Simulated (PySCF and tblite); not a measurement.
Values are calculated unless marked as measured or tabulated.
# Barrier and rate of a rotation

System: C7H6OS, numbered as in [OH:1][c:2]1[cH:3][cH:4][cH:5][cH:6][c:7]1[CH:8]=[S:9].

Motion: rotation about the C7–C8 bond (torsion C2–C7–C8–S9 from 0° to 180°, rising). The path came from a restrained scan, a climbing-image band and a saddle search at GFN2-xTB; energies are revPBE/pcSseg-1 + D3(BJ), IEF-PCM dimethylsulfoxide//GFN2-xTB, thermal terms GFN2-xTB. Rates follow Eyring's equation with the number of equivalent paths and no tunnelling. Programs: tblite and PySCF.

```tsv
point	symmetry	E(GFN2) kcal/mol	E(DFT) kcal/mol	ZPE change kcal/mol	lowest mode cm⁻¹	dipole D
start	Cs	0.0	0.0	0.00	90	4.22
saddle	C1	12.5	17.4	-0.52	144i	1.75
end	Cs	5.1	7.6	-0.07	71	3.75
```

```json
{
 "Electronic barrier": "17.4 kcal/mol",
 "Barrier with zero-point energy": "16.9 kcal/mol",
 "ΔH‡ (298 K)": "16.8 kcal/mol",
 "ΔS‡ (298 K, symmetry apart)": "-0.4 cal/(mol K)",
 "Paths": "2 equivalent paths",
 "End point": "a different minimum",
 "Mean lifetime of the start against this motion at 298 K": "210 ms",
 "Cost": "75 s on 1 thread of Arm Neoverse V1, shared host (rough), peak memory 0.79 GiB, launched as `OMP_NUM_THREADS=1 python ens_run.py task.json out`"
}
```

| T/K | ΔG‡ kcal/mol | k s⁻¹ | ΔG kcal/mol | k back s⁻¹ |
| --- | --- | --- | --- | --- |
| 200 | 16.9 | 2.7×10⁻⁶ | 7.3 | 253 |
| 250 | 16.9 | 0.017 | 7.2 | 3.4×10⁴ |
| 298 | 16.9 | 4.8 | 7.1 | 8×10⁵ |
| 350 | 16.9 | 378 | 7.0 | 9.3×10⁶ |
| 400 | 17.0 | 8860 | 6.9 | 5.5×10⁷ |

ΔG and ΔG‡ leave out symmetry numbers and mirror images; rates count paths: 2 out, 2 back.
